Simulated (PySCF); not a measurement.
# Vertical excitation energies

Species: C5H11OP.
InChI=1S/C5H11OP/c6-7-4-2-1-3-5-7/h7H,1-5H2

Computed with PySCF, TDDFT B3LYP/def2-SVPD, vertical, gas phase, core orbitals frozen in the response. Isolated species at its GFN2-xTB geometry (one conformer only).

| state | E (eV) | λ (nm) | f | symmetry | main configurations (H = HOMO, L = LUMO) |
| --- | --- | --- | --- | --- | --- |
| S1 | 6.57 | 188.7 | 0.0020 | A″ | H→L (95%) |
| S2 | 6.83 | 181.6 | 0.0031 | A′ | H-1→L (90%) |
| S3 | 6.85 | 181.0 | 0.0036 | A″ | H→L+1 (85%), H→L+3 (12%) |
| S4 | 7.05 | 175.7 | 0.014 | A′ | H-1→L+1 (60%), H→L+2 (16%), H-1→L+3 (15%) |
| S5 | 7.09 | 174.8 | 0.0008 | – | H→L+2 (81%), H-1→L+1 (13%) |
| S6 | 7.16 | 173.2 | 0.022 | A″ | H→L+3 (82%), H→L+1 (13%) |
| S7 | 7.27 | 170.6 | 0.0057 | A″ | H-1→L+2 (93%) |
| S8 | 7.41 | 167.4 | 0.028 | A′ | H-1→L+3 (73%), H-1→L+1 (23%) |

Triplets (Tamm–Dancoff): T1 6.43 eV, H→L (83%); T2 6.65 eV, H-1→L (73%), H-1→L+3 (9%); T3 6.75 eV, H→L+1 (68%), H→L+3 (21%).

The lowest singlet lies at 6.57 eV (189 nm, vacuum ultraviolet) and is very weak; its leading configuration is HOMO→LUMO (95%). The strongest level in the table is S8 at 7.41 eV (167 nm, f = 0.028). It is the last of those listed, so stronger ones may follow. Löwdin shares by element: HOMO oxygen 56%, carbon 18% or more, phosphorus 14%; LUMO carbon 32% or more, hydrogen 8% or more (atoms not listed hold the other 60%). Orbital energies (eV): HOMO-3 -9.28, HOMO-2 -9.18, HOMO-1 -7.45, HOMO -7.23, LUMO 0.13, LUMO+1 0.54, LUMO+2 0.66. Weighted by f, the mean energy of these states is 7.19 eV. Of the 8 states listed, 3 reach f = 0.01 and none stays under 0.0005. Symmetry labels in Cs follow from the direction of the transition dipole and are given only for states with f of 0.002 or more. The window holds the lowest 8 singlets.

Rough CPU time on one thread of a shared machine: about 1.9 min.
